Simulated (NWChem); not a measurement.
# CClF, singlet; SMILES F[C]Cl

```xyz
3

F     -0.2550     1.4527     0.0000
C      0.6746     0.5645     0.0000
Cl    -0.1181    -0.9884     0.0000
```
Atoms are numbered in this order, from 1.

All runs: NWChem. Geometry optimised at PBE0/def2-SVP; all other runs use it. Low-valent species are run as closed-shell singlets; no triplet was tried in these runs. Vzz has the sign of the potential's second derivative.

| quantity | level | value |
|---|---|---|
| vertical, lowest state with f > 0.02, singlet (eV) | B3LYP/def2-SVPD, TDA | 7.59 |
| vertical ionisation energy, ΔSCF (eV) | Hartree-Fock/def2-SVP | 10.18 |
| highest occupied level (eV) | PBE/def2-SVP | ? |
| dipole in solution (D) in cyclohexane | B3LYP/def2-SVP, SMD | 1.09 |
| first 1s excitation (eV), Cl K edge, unshifted | PBE0/def2-TZVP, TDA | ? |
| Vzz Cl3 (a.u.) | B3LYP/def2-SVP | ? |
| dipole (D) | PBE0/def2-SVP | ? |
| highest harmonic frequency (cm⁻¹) | PBE0/def2-SVP | 1265 |

Task: Fill in the missing entries.

Result: 
- highest occupied level (eV), value: -6.26
- first 1s excitation (eV), Cl K edge, unshifted, value: 2763.3
- Vzz Cl3 (a.u.), value: 2.371
- dipole (D), value: 0.96
